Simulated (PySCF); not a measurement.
HfO$_{2}$, singlet, geometry from GFN2-xTB (such geometries of metal compounds can be far from the true shape) (core potentials on Hf).

PySCF was given this input:
```python
from pyscf import gto, scf, dft, tdscf

mol = gto.Mole()
mol.atom = '''
    Hf    0.11172400   -0.08952189    0.10908706
    O     0.61918528    0.66096958   -1.42812951
    O    -1.62470131    0.14472740    0.44634598
'''
mol.basis = 'def2-svp'
mol.ecp = {'Hf': 'def2-svp'}
mol.verbose = 4
mol.build()

mf = dft.RKS(mol)
mf.xc = 'pbe'
mf.kernel()
td = mf.TDDFT()
td.nstates = 15
td.kernel()
td.analyze(verbose=3)
```

Task: Predict the lowest excitation energy found from PBE/def2-SVP, TDDFT in PySCF.

Result: 1.13 eV

Task: Estimate the HOMO energy that PBE/def2-SVP, TDDFT returns for this input.

Result: -5.18 eV

Task: Give the nuclear repulsion energy at the level PBE/def2-SVP, TDDFT.

Result: 68.3485 Eh
